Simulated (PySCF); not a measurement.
CdGeH4. Atoms are numbered in the order given.

```xyz
6

Cd     0.0000     0.0000    -1.0611
H      0.0000     0.0000    -2.7525
Ge     0.0000     0.0000     1.4834
H      1.2351    -0.7131     2.0724
H      0.0000     1.4261     2.0724
H     -1.2351    -0.7131     2.0724
```
Charge 0, spin multiplicity 1.

Coordinates come from a PBE0-D3(BJ)/def2-TZVP optimisation. The def2 effective core potentials stand for the cores of Cd; spin–orbit coupling is left out.

Vertical ionisation energy (IE) and electron affinity (EA) in eV. Rows of orbital energies are one-electron estimates. Where ΔSCF, EOM or ADC give a negative EA the extra electron is unbound and the value depends on the basis.

```
level                                            IE    EA
---------------------------------------------  ----  ----
−ε(HOMO), −ε(LUMO), PBE0/def2-TZVPD (PySCF)    7.15  1.04
−ε(HOMO), −ε(LUMO), r2SCAN/def2-TZVPD (PySCF)     …     …
```

Question: Fill in the missing entries. (Estimate from the structure and the level; the computed values follow.)

Answer: 
- −ε(HOMO), −ε(LUMO), r2SCAN/def2-TZVPD (PySCF), IE: 6.41
- −ε(HOMO), −ε(LUMO), r2SCAN/def2-TZVPD (PySCF), EA: 1.43
